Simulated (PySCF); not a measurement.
**[PbI3(H2O)]+ at several levels of theory**

Computed with PySCF 2.14.0 (density fitting, no spin-orbit coupling) at the geometry relaxed with PBE0:

```xyz
7
[PbI3(H2O)]+ (singlet)
Pb   -0.1223    0.0795   -0.0795
I     1.1306    2.1361    1.1880
I    -2.0631   -1.2673    1.2673
I     1.1306   -1.1880   -2.1361
O    -1.4926    1.4757   -1.4757
H    -1.7469    2.3908   -1.2836
H    -1.7469    1.2836   -2.3908
```

| level | basis | state | HOMO (eV) | gap (eV) | charge on Pb1 (e) | dipole about the centre of mass (D) | largest force component (eV/Å) |
| --- | --- | --- | --- | --- | --- | --- | --- |
| PBE0 | Pb def2-SVP with ECP60, I def2-SVP with ECP28, O def2-SVP, H def2-SVP | singlet | -11.93 | 3.01 | 0.62 | 4.91 | 0.03 |
| M06-L | the same | singlet | -10.82 | 1.62 | 0.68 | 4.83 | 0.42 |

Charges are Mulliken's, which hang on the basis. The relaxation used the grid (50, 194), these runs (75, 302) or, all-electron (x2c bases, spin-free X2C Hamiltonian), (99, 590).

**Question.** What does HF with Pb def2-SVP with ECP60, I def2-SVP with ECP28, O def2-SVP, H def2-SVP give here?

**Answer.** state singlet, HOMO (eV) -14.48, gap (eV) 8.47, charge on Pb1 (e) 0.88, dipole about the centre of mass (D) 5.02, largest force component (eV/Å) 0.84. Time: 6.8 s on 2 threads of Arm Neoverse V2 (shared host), from an already converged density.

In the first row's basis the gap widens with exact exchange: 1.6 eV for M06-L (none); 3.0 eV for PBE0 (a fixed share); 8.5 eV for Hartree–Fock (rising or full at long range).
